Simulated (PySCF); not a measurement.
FHSi, neutral, multiplicity 1.

```xyz
3

Si     0.1183     0.5903     0.0000
H     -1.3914     0.8970     0.0000
F     -0.0295    -1.0179     0.0000
```

The structure is a stationary point at r2SCAN-D4/def2-TZVPD. The isomer is the one that the SMILES or the coordinates give; other isomers of the formula were not compared.

The numbers are results of PySCF with PBE/pcSseg-2, not measurements. Non-relativistic, no solvent.

Computed absolute GIAO shielding of each atom: isotropic value and principal components (ppm):
```tsv
atom	σ(iso)	σ11	σ22	σ33	span
Si1	-159.0	-992.8	134.7	381.0	1373.8
H2	21.7	15.4	20.3	29.3	13.8
F3	6.7	-434.3	-53.5	507.8	942.2
```
